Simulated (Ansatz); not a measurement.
`C[O][Zr]([OH])([F])[Se]C` + `CCNC` → `CC[N](C)[Zr]([OH])([F])[O]C` + `C[SeH]`  (ligand exchange at a Zr–Se bond)

Computed with Ansatz on PBE0-D4/def2-TZVP structures; ΔE is electronic, products minus reactants. CBS: MP2 limit from def2 TZ/QZ plus the TZ coupled-cluster correction, frozen cores. Functionals use def2-TZVPP. B3LYP here is the variant with VWN-RPA as its local correlation; programs differ in this. HSE06 is defined as in plane-wave codes. def2 core potentials past Kr. For Se, Zr outer-core shells are correlated without core-valence functions, which leaves a few kJ/mol of doubt a bond. Scalar relativity is left out up to krypton. Each species was taken in one conformer, which may not be the lowest.

```csv
level,ΔE (kJ/mol),difference from CCSD(T)/CBS
LDA (SPW92),27.7,-5.3
PBE-D4,33.8,0.8
revPBE-D4,30.6,-2.4
r2SCAN-D4,35.8,2.8
B97M-V,31.2,-1.8
PBE0-D4,37.3,4.3
B3LYP-D4,31.5,-1.5
r2SCANh-D4,37.0,4.0
r2SCAN0-D4,38.6,5.6
HSE06-D4,37.9,4.9
BHLYP-D4,36.1,3.1
CAM-B3LYP-D4,29.6,-3.4
ωB97X-V,31.5,-1.5
ωB97M-V,33.0,0.0
B2PLYP,37.1,4.1
PBE-QIDH,39.3,6.3
revPBE,44.8,11.8
BLYP,39.2,6.2
r2SCAN,38.0,5.0
PBE0,42.5,9.5
B3LYP,40.3,7.3
r2SCANh,39.2,6.2
r2SCAN0,41.0,8.0
BHLYP,41.8,8.8
CAM-B3LYP,34.8,1.8
LC-ωPBE,36.9,3.9
RPA@PBE/def2-TZVPP,25.5,-7.5
HF/def2-SVP,41.0,8.0
MP2/def2-SVP,22.7,-10.3
CCSD/def2-SVP,19.9,-13.1
CCSD(T)/def2-SVP,18.9,-14.1
HF/def2-TZVPP,50.4,17.4
MP2/def2-TZVPP,31.9,-1.1
SCS-MP2/def2-TZVPP,31.4,-1.6
CCSD/def2-TZVPP,30.8,-2.2
CCSD(T)/def2-TZVPP,29.5,-3.5
HF/def2-QZVPP,50.3,17.3
SCS-MP2/def2-QZVPP,33.2,0.2
HF/CBS(def2),50.3,17.3
CCSD/CBS(def2),34.4,1.4
CCSD(T)/CBS,33.0,0
```

Largest T1 diagnostic among the species: 0.015.

Leaving LDA and LC-ωPBE aside and taking each functional with its dispersion term where it has one, the values, not all of them listed here, spread over 11.6 kJ/mol, from BLYP-D4 to PBE-QIDH. LDA lies −11.9 kJ/mol from PBE without D4. The D4 term adds −8.8 kJ/mol with B3LYP and −5.2 kJ/mol with PBE0; it sums over pairs of atoms, weighted by their polarisabilities, and B3LYP, whose exchange is more repulsive, gets the larger term.
